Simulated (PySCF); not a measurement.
Start geometry of [NbO2F2]- (`[O]=[Nb-](=[O])([F])[F]`) from GFN2-xTB (Å):
```
atom  x, y, z in Å
Nb1    0.0271   -0.0041    0.0171
O2     0.0260   -0.0147    1.7314
O3     1.6375    0.0144   -0.5704
F4    -0.8451    1.6026   -0.5740
F5    -0.8455   -1.5983   -0.6042
```

What comes out of this run: PBE0-D3(BJ)/def2-SVP geometry optimisation, gas phase, def2 core potentials past Kr in PySCF 2.14.0?

```
atom  x, y, z in Å
Nb1    0.0373   -0.0002    0.0363
O2    -0.2396   -0.0374    1.7538
O3     1.7540    0.0187   -0.2483
F4    -0.7808    1.5647   -0.7476
F5    -0.7710   -1.5458   -0.7943
```

The energy falls by 1.5 kcal/mol over 11 energy and gradient evaluations, the largest force component goes from 0.0279 to 2.4e-04 Eh/bohr, and the atoms move by 0.061 Å rms after alignment. Among the bonds, Nb1–O2 and Nb1–O3 change most and about equally (+0.026 Å). Bonds longer at the end by more than 0.005 Å: 4 of 4; shorter: 0. Among the angles that change most is F4–Nb1–F5, from 112.9° to 107.2°. Rotational constants go from 3705, 3149, 2962 to 3461, 3244, 2903 MHz. The orientation of the end geometry is arbitrary; only internal coordinates are fixed.

The run used 87 basis functions and 87 SCF cycles in all. The run took 27 s wall on one thread of an x86-64 server, shared host.

No PBE0-D3(BJ)/def2-SVP frequencies stand behind this structure, so it isn't proved a minimum.
